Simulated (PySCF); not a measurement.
C4H4, SMILES C=C1C=C1. Atoms are numbered in the order given.

```xyz
8

C      0.0000     0.0000     1.5957
C      0.0000     0.0000     0.2626
C      0.0000     0.6616    -1.0217
C      0.0000    -0.6616    -1.0217
H      0.0000    -0.9376     2.1554
H      0.0000     0.9376     2.1554
H      0.0000     1.5835    -1.6001
H      0.0000    -1.5835    -1.6001
```
Charge 0, spin multiplicity 1.

Coordinates come from a B3LYP-D3(BJ)/def2-SVP optimisation.

Level of theory: PBE/pcJ-1 (PySCF).

Isotropic couplings with Fermi-contact, spin-dipole and both spin-orbit terms, one fixed conformer, no vibrational averaging. Isotopes: 13C, 1H.

Computed spin–spin coupling constants:
| pair | bonds apart | J (Hz) |
|---|---|---|
| C1–C2 | 1 | 104.4 |
| C1–H5 | 1 | 161.5 |
| C1–H6 | 1 | 161.5 |
| C2–C3 | 1 | 19.4 |
| C2–C4 | 1 | 19.4 |
| C3–C4 | 1 | 37.5 |
| C3–H7 | 1 | 217.9 |
| C4–H8 | 1 | 217.9 |
| C1–C3 | 2 | -2.9 |
| C1–C4 | 2 | -2.9 |
| C2–H5 | 2 | 2.0 |
| C2–H6 | 2 | 2.0 |
| C2–H7 | 2 | 2.5 |
| C2–H8 | 2 | 2.5 |
| C3–H8 | 2 | -2.1 |
| C4–H7 | 2 | -2.1 |
| C1–H7 | 3 | -1.7 |
| C1–H8 | 3 | -1.7 |
| C3–H5 | 3 | 12.9 |
| C3–H6 | 3 | 6.0 |
| C4–H5 | 3 | 6.0 |
| C4–H6 | 3 | 12.9 |
| H7–H8 | 3 | 1.7 |
| H5–H7 | 4 | 1.7 |
| H5–H8 | 4 | 3.1 |
| H6–H7 | 4 | 3.1 |
| H6–H8 | 4 | 1.7 |
